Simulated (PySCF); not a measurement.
# Structure from NMR data

Molecular formula: CH$_{3}$F$_{3}$Si. Simulated spectra:

1H NMR (400 MHz, computed): δ 4.18 (m, 3H).

13C{1H} NMR (computed): δ 140.1 (C).

[PySCF: PBE0-D3(BJ)/def2-TZVP structure; σ from GIAO-B97-2/pcSseg-2; in vacuum; one averaged value for each set of equivalent atoms; relativity neglected; one conformer]

δ = σ(ref) − σ, references computed at the same level: 1H (σref 31.64) and 13C (σref 185.38) vs TMS.

Task: What is the structure?

Result: 
Rings plus π bonds: 0. Carbon types of the structure: 1 × C, leaving 3 H on heteroatoms. δC 140.1: CF3 carbon; 3 electronegative neighbours deshield it. δH 4.18: hydrogen on a silicon bonded to C.

Structure: `FC(F)(F)[SiH3]`.

The shifts were computed for this structure.

Splittings by 19F in the carbon and heteronuclear signals aren't shown, as no couplings were computed. Shifts are as computed. Against solution values, carbons near 30 ppm lie about +3 ppm off and those near 130 ppm about +7 ppm. Of 1211 compounds with measured shifts, 218 miss one by over three times the rms of a fit or turn the order of signals round; such compounds aren't used in these exercises.
